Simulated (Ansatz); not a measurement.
System: CH$_{3}$Cl$_{2}$Si, charge 0, multiplicity 2. It need not be the lowest isomer of its formula. 
Coordinates optimised at B3LYP-D3(BJ)/def2-TZVP (Ansatz, a first-principles code):
```
C
H 1 1.0903
H 1 1.0903 2 109.31
H 1 1.0925 2 109.07 3 -119.17
Si 1 1.8726 2 110.12 4 -119.74
Cl 5 2.0731 1 108.88 2 60.45
Cl 5 2.0731 1 108.88 2 178.94
```
Charge 0, spin multiplicity 2.

Basis-set convergence of Hartree-Fock and CCSD correlation energies (hartree) with Ansatz. Valence correlation only, unless marked. UHF or UKS for open shells. Spin-orbit coupling is left out. No relativistic terms.

```
basis        functions        E(HF)  E(corr, CCSD)
-----------  ---------  -----------  -------------
cc-pV(D+d)Z         98  -1247.64483       -0.54280
cc-pV(T+d)Z        189          [?]            [?]
```

Problem. Complete the blanks.

Solution. 
- cc-pV(T+d)Z, E(HF): -1247.70451
- cc-pV(T+d)Z, E(corr, CCSD): -0.70031
